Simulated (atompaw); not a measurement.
Pseudopotential generation for arsenic (As): PAW (atompaw), LDA (PW92), scalar-relativistic.

```json
{
  "Element": "arsenic (As)",
  "Generator": "atompaw 4.2.0.5",
  "Type": "PAW",
  "Functional": "LDA (PW92)",
  "Relativity": "scalar-relativistic",
  "Frozen core": "[Ne] 3s2",
  "Valence charge": "21",
  "Reference configuration": "3p6 3d10 4s2 4p2.5 (charge +0.5)",
  "Partial waves": "4s (bound): rc 1.20 bohr; 4s channel at -0.75 Ry: rc 1.20 bohr; 3p (bound): rc 0.95 bohr; 4p (bound): rc 1.20 bohr; 3d (bound): rc 1.20 bohr; 3d channel at -2.6 Ry: rc 1.20 bohr; 4f channel at 0.15 Ry: rc 1.20 bohr; 4f channel at 2.55 Ry: rc 1.20 bohr",
  "Local potential": "bessel scheme, radius 1.10 bohr",
  "Core correction": "smooth core density matched at 1.15 bohr",
  "Augmentation charge": "sinc compensation charge, radius 1.05 bohr; PAW radius 1.20 bohr; waves and projectors: custom rrkj vanderbiltortho"
}
```

* Cutoffs needed: 140 Ry and 230 Ry (the cutoffs (Ry, on a coarse ladder) from which the occupation-weighted sum of valence levels, in a spherical-Bessel basis at the reference potential, stays within 10 and 1 mRy of its value at 400 Ry)
* Ghost test: ghost state, extra bound levels that the all-electron valence spectrum of the same l lacks: s at -178.2 eV; a true bound ghost makes a file unfit for plane-wave use (spherical-Bessel basis up to 400 Ry, 20 bohr box)
* Lowest eigenvalue of the overlap operator: 0.04 (s channel)
* Overlap eigenvalues printed by atompaw (projector basis): 0.0288, 0.111, 0.264, 2.69, 30.7, 1.07e+03, 4.99e+03, 7.33e+03
* Share of each valence orbital outside the PAW sphere: 4s 87 %, 3p 3 %, 4p 94 %, 3d 8 %
